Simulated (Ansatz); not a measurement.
Kohn–Sham single points on CH₇AlBN, SMILES `CN[BH][AlH2]`.

```yaml
crystal:
  periodic: [false, false, false]
  atoms:
    - {symbol: C, position_ang: [-0.824149, 1.734216, 0.293506]}
    - {symbol: N, position_ang: [-0.474886, 0.339275, 0.128076]}
    - {symbol: B, position_ang: [0.774531, -0.183853, -0.176326]}
    - {symbol: Al, position_ang: [0.960597, -2.302918, -0.351754]}
    - {symbol: H, position_ang: [-1.588398, 2.040964, -0.427108]}
    - {symbol: H, position_ang: [0.066277, 2.341575, 0.135999]}
    - {symbol: H, position_ang: [-1.208260, 1.931487, 1.299020]}
    - {symbol: H, position_ang: [-1.259365, -0.283159, 0.258731]}
    - {symbol: H, position_ang: [1.657783, 0.622310, -0.316970]}
    - {symbol: H, position_ang: [-0.343742, -3.208634, -0.124639]}
    - {symbol: H, position_ang: [2.305113, -3.088263, -0.697835]}
basis:
  gaussian: {orbitals: def2-TZVPP}
hamiltonian: {xc: hse06, dispersion: d4}
output: {orbitals: {seedname: orbitals}}
```

```sh
$ ansatz run in.yaml --threads 2 --pin off --events-out ev --progress --plain --max-ram 4352MiB
```

It prints (some lines left out):

```
Functional definition: HSE06
1217 factors; their error is unknown
123 factors; integrals over basis functions are off by at most 1.4e-6 eV
mean field evaluation 1: about -9900.0246 eV, gradient 5.9e1 eV
mean field evaluation 2: about -9876.1473 eV, gradient 1.1e2 eV
mean field evaluation 4: about -9907.8488 eV, gradient 7.1e0 eV
mean field evaluation 8: about -9907.9706 eV, gradient 2.4e-1 eV
mean field evaluation 16: about -9907.9773 eV, gradient 1.9e-4 eV
mean field -9907.97730391 eV, -364.1114500506 hartree, gradient 2.3e-5 eV, S^2 0.000000; 0 other end points of the search recorded, 0 dependent functions left out
reference -9907.97735551 eV, -364.1114519469 hartree; 19, 19 occupied and 214, 214 virtual orbitals, 1217 factors
Total energy: -9908.11418325 eV, -364.1164802734 hartree
```

Run time 4.4 s (2 threads of an Arm Neoverse V1 on a shared host); peak host memory 0.47 GiB.

Changing it to `hamiltonian: {xc: r2scan, dispersion: d4}` and forces (abridged; 7.5 s):

```
Functional definition: r2SCAN
mean field evaluation 16: about -9912.7617 eV, gradient 2.8e-4 eV
mean field -9912.76167707 eV, -364.2872725212 hartree, gradient 5.0e-5 eV, S^2 0.000000
Total energy: -9912.80534647 eV, -364.2888773420 hartree
Atom 0 force    -0.059803     0.259211     0.028793 eV/Å
Atom 1 force    -0.029967    -0.107537     0.000470 eV/Å
Atom 2 force     0.198359    -0.118210    -0.050693 eV/Å
Atom 3 force    -0.000909    -0.019094    -0.004764 eV/Å
Atom 4 force     0.000472    -0.005414     0.014289 eV/Å
Atom 5 force    -0.020794    -0.019980     0.003494 eV/Å
Atom 6 force    -0.006183    -0.003980    -0.014106 eV/Å
Atom 7 force    -0.044490    -0.018109     0.009447 eV/Å
Atom 8 force    -0.032313     0.004248     0.007849 eV/Å
Atom 9 force     0.023361     0.015388    -0.003068 eV/Å
Atom 10 force    -0.027732     0.013478     0.008289 eV/Å
Dipole moment:    -0.393266     0.430730     0.113780 e Å
```

With the line `hamiltonian: {xc: {name: revPBE}, dispersion: d4}` (abridged; 2.8 s):

```
Functional definition: revPBE
mean field evaluation 16: about -9913.2129 eV, gradient 7.0e-5 eV
mean field -9913.21285337 eV, -364.3038529444 hartree, gradient 7.1e-5 eV, S^2 0.000000
Total energy: -9913.77514679 eV, -364.3245168466 hartree
```

With the line `hamiltonian: {xc: pbe0, dispersion: d4}` (abridged; 4 s):

```
Functional definition: PBE0
mean field evaluation 16: about -9908.3552 eV, gradient 5.8e-5 eV
mean field -9908.35516937 eV, -364.1253363500 hartree, gradient 5.8e-5 eV, S^2 0.000000
Total energy: -9908.50238383 eV, -364.1307463816 hartree
```

The same input with `hamiltonian: {xc: {name: BLYP}, dispersion: d4}` (abridged; 3 s):

```
Functional definition: BLYP
mean field evaluation 16: about -9914.1354 eV, gradient 8.5e-5 eV
mean field -9914.13539750 eV, -364.3377558159 hartree, gradient 3.2e-5 eV, S^2 0.000000
Total energy: -9914.52289348 eV, -364.3519960303 hartree
```

With the line `hamiltonian: {xc: {name: PBE-QIDH}}` (abridged; 8 s):

```
Functional definition: PBE-QIDH
mean field evaluation 16: about -9899.5803 eV, gradient 2.2e-4 eV
mean field -9899.58025698 eV, -363.8028642675 hartree, gradient 7.4e-6 eV, S^2 0.000000
8 core orbitals not correlated: weight in the atoms' cores, before any rotation towards them, 1.000 or more for the frozen orbitals, at most 0.000 for the correlated occupied ones
second order -17.58919814 eV of doubles, -0.00000000 eV of singles
Total energy: -9905.44333876 eV, -364.0183285486 hartree
```

HSE06 is the plane-wave form, built on full-range PBE exchange.
